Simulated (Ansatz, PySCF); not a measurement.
This PySCF input computes a SVWN5/def2-TZVPD energy:

```python
from pyscf import gto, scf, dft

mol = gto.M(
    atom='''
    Sn    0.97292694   -0.33806590   -0.03775377
    O     1.37490175    0.14835245   -1.79562853
    Br   -1.70415889    0.44904215    0.46436333
    ''',
    basis='def2-tzvpd',
    ecp='def2-tzvp',
    charge=-1,
    spin=0,
    verbose=4,
)

mf = dft.RKS(mol, xc='svwn').density_fit(auxbasis='def2-universal-jkfit')
mf.grids.level = 3
mf.conv_tol = 1e-9
mf.max_cycle = 100
mf.max_memory = 1500
mf.kernel()
if not mf.converged:
    mf = mf.newton()
    mf.kernel(mf.make_rdm1())
mf.analyze()
```

Question: Write an input for the same energy in Ansatz (a quantum-chemistry and plane-wave program) and say what it gives.

Answer: 
Ansatz 0.2 input:
```yaml
crystal:
  periodic: [false, false, false]
  atoms:
    - {symbol: Sn, position_ang: [0.97292694, -0.33806590, -0.03775377]}
    - {symbol: O, position_ang: [1.37490175, 0.14835245, -1.79562853]}
    - {symbol: Br, position_ang: [-1.70415889, 0.44904215, 0.46436333]}
basis:
  gaussian:
    orbitals: def2-TZVPD
hamiltonian:
  xc: {name: SVWN5}
total_charge: -1
output: {forces: true}
```
It gives -2859.45261 Eh, and PySCF -2859.45268 Eh, a difference of 0.07 mEh, from the treatment of integrals and grids.
